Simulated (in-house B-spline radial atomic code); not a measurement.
Configurations of Fe⁶⁺, with energies counted from [Ar] (3d3/2)2. Method: Dirac-Hartree-Fock, average of each configuration as written, Fermi nucleus of rms radius 3.7377 fm. Calculated with a B-spline radial code for spherical atoms. Energies include first-order Breit, QED and recoil terms.

Occupations are held fixed; configurations that lie above the ionisation limit could autoionise.

```
                                   configuration  E - E(ref) (eV)  highest orbital  its <r> (bohr)
                          [Ar] (3d3/2)1 (3d5/2)1          0.53044            3d5/2          0.8205
                          [Ar] (3d3/2)1 (5p1/2)1           82.892            5p1/2           3.505
                          [Ar] (3d3/2)1 (6f5/2)1           103.53            6f5/2           6.607
    [Ne] 3s2 (3p1/2)2 (3p3/2)3 (3d3/2)2 (4d5/2)1           122.67            4d5/2           2.244
[Ne] 3s2 (3p1/2)1 (3p3/2)4 (3d3/2)1 (3d5/2)1 5s1           136.98            5s1/2           3.283
    [Ne] 3s2 (3p1/2)2 (3p3/2)3 (3d3/2)2 (5f5/2)1           149.24            5f5/2           4.276
    [Ne] 3s2 (3p1/2)1 (3p3/2)4 (3d5/2)2 (6f5/2)1           159.74            6f5/2           6.636
```

**Question.** Order these further configurations by energy, lowest first.
A. [Ar] (3d5/2)1 (5g9/2)1
B. [Ar] (3d3/2)1 7s1
C. [Ne] 3s2 (3p1/2)2 (3p3/2)3 (3d3/2)2 (5p1/2)1
D. [Ar] (3d3/2)1 (4f5/2)1
E. [Ne] 3s2 (3p1/2)1 (3p3/2)4 (3d3/2)1 (3d5/2)1 6s1

**Answer.** D (79.742 eV), A (96.101 eV), B (103.46 eV), C (137.1 eV), E (153.22 eV).

**Question.** How far above the reference does [Ne] 3s2 (3p1/2)2 (3p3/2)3 (3d5/2)2 (7f5/2)1 lie?

**Answer.** 165.71 eV; its least bound orbital is 7f5/2 with <r> = 9.371 bohr.

**Question.** How far above the reference does [Ar] (3d5/2)1 6s1 lie?

**Answer.** 95.048 eV; its least bound orbital is 6s1/2 with <r> = 5.176 bohr.

**Question.** How far above the reference does [Ar] (3d5/2)2 lie?

**Answer.** 0.53519 eV; its least bound orbital is 3d5/2 with <r> = 0.82 bohr.
